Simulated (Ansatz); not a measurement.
Coupled-cluster diagnostics for Hg3S2, Ansatz.

Geometry of the singlet (B3LYP-D4/def2-SVP):

```
atom    x (Å)    y (Å)    z (Å)
 Hg1  -1.9660  -1.6837  -2.4272
 Hg2   2.3977   2.0385   2.9252
 Hg3   0.7227   0.6189   0.8974
  S4  -0.7454   0.5202  -1.2587
  S5  -0.4090  -1.4940  -0.1368
```

In the def2 sets Hg takes a core potential; there is no spin–orbit coupling. Correlated methods freeze 10 core orbitals; core or outer-core shells of Hg are correlated, in sets that lack core-valence functions. In CCSD on the charge 1 doublet the largest single amplitude is 0.35, so its Hartree–Fock determinant may place the open shell otherwise than the density functionals do. In the triplet geometry the species has come apart into loosely held pieces. In the quintet geometry the species has come apart into loosely held pieces. Another isomer (singlet) lies 0.16 eV lower at PBE0-D4/def2-TZVP.

Geometry of the charge 0 triplet (B3LYP-D4/def2-SVP):

Cartesian coordinates in Å:
```
Hg 1.749 2.697 3.000
Hg -2.585 -1.265 -1.868
Hg 0.925 -2.358 -2.014
S -0.957 0.771 0.473
S 0.868 0.155 0.409
```

Geometry of the charge 0 quintet (B3LYP-D4/def2-SVP):

```xyz
5

Hg   -0.928   -1.824    3.775
Hg    1.311    1.932   -4.997
Hg    0.262    0.905   -1.285
S    -0.713    0.747    1.270
S     0.067   -1.759    1.237
```

(1) Estimate the CCSD(T) correlation energy, the shares of MP2 and (T), T1 and the reference's ⟨S²⟩ for: charge 0, singlet, own geometry in def2-SVP; charge 0, triplet, own geometry in def2-SVP; charge 0, quintet, own geometry in def2-SVP; charge 1, doublet, vertical in def2-SVP; and the rough time on 4 threads of Arm Neoverse V2 on a shared host.

Answers

(1) 
```tsv
state	basis	correlation (eV)	MP2 share (%)	(T) share (%)	T1	⟨S²⟩ (pure)	wall time	remarks
charge 0, singlet, own geometry	def2-SVP	-37.474	102.4	3.3	0.021	0.00 (0.00)	75 s	large T1 (0.021), restricted SCF unstable
charge 0, triplet, own geometry	def2-SVP	-36.485	102.6	2.4	0.014	2.03 (2.00)	5.3 min	–
charge 0, quintet, own geometry	def2-SVP	-35.565	100.9	2.5	0.032	6.11 (6.00)	5.9 min	–
charge 1, doublet, vertical	def2-SVP	-36.247	99.3	3.3	0.050	1.67 (0.75)	6.1 min	large T1 (0.050), spin-contaminated (⟨S²⟩ 1.67)
```
Customary marks for T1 are 0.02 (closed shells), 0.045 (open shells) and about 0.05 (3d metals). T1 exceeds 0.02 in 3 of 4 rows and 0.045 in 1; the higher it lies, the less the single-reference result can be trusted.
